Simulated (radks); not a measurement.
Re2+, 73 electrons, occupied as [Xe] 4f14 5d5 (the NIST ground configuration). Calculated with a radial shooting solver on a logarithmic mesh with Libxc functionals: scalar-relativistic Kohn-Sham, SCAN, spin-polarised, spherical densities, finite nucleus; open shells are filled with parallel spins first (spin-orbit coupling, left out, can overturn this in heavy ions); meta-GGA in the generalised Kohn-Sham scheme; Fermi nuclear charge, rms radius 5.3698 fm. Some entries of the table are withheld. Estimate them.

| orbital | occ. | eigenvalue (hartree) | <r> (bohr) | r(max) (bohr) |
|---|---|---|---|---|
| 1s down | 1 | -2636.564 | 0.01804 | 0.01124 |
| 1s up | 1 | -2636.564 | 0.01804 | 0.01124 |
| 2s up | 1 | -458.6073 | 0.07618 | 0.06447 |
| 2s down | 1 | -458.6004 | 0.07618 | 0.06447 |
| 2p up | 3 | -400.1935 | 0.06834 | 0.05303 |
| 2p down | 3 | -400.1868 | 0.06834 | 0.05303 |
| 3s up | 1 | -107.0651 | 0.1972 | 0.1817 |
| 3s down | 1 | -107.0633 | 0.1972 | 0.1817 |
| 3p up | 3 | -89.73332 | 0.1978 | 0.1802 |
| 3p down | 3 | -89.73078 | 0.1978 | 0.1802 |
| 3d up | 5 | -70.04786 | 0.1794 | 0.1471 |
| 3d down | 5 | -70.04201 | 0.1794 | 0.1471 |
| 4s up | 1 | -23.02531 | 0.4404 | 0.4128 |
| 4s down | 1 | -23.01283 | 0.4404 | 0.4129 |
| 4p up | 3 | -17.31386 | 0.4682 | 0.4330 |
| 4p down | 3 | -17.30193 | 0.4681 | 0.4330 |
| 4d up | 5 | -10.12268 | 0.5001 | 0.4433 |
| 4d down | 5 | -10.10842 | 0.4997 | 0.4434 |
| 5s up | 1 | -3.84226 | 1.044 | 0.9384 |
| 5s down | 1 | -3.73229 | 1.033 | 0.9329 |
| 5p up | 3 | -2.43036 | 1.213 | 1.068 |
| 5p down | 3 | -2.29262 | 1.196 | 1.058 |
| 4f up | 7 | -2.17765 | (1) | 0.4175 |
| 4f down | 7 | -2.15376 | (2) | 0.4172 |
| 5d up | 5 | -0.84253 | 1.757 | (3) |

Answer. 
(1) 4f up <r> (bohr): 0.5829
(2) 4f down <r> (bohr): 0.5773
(3) 5d up r(max) (bohr): 1.400
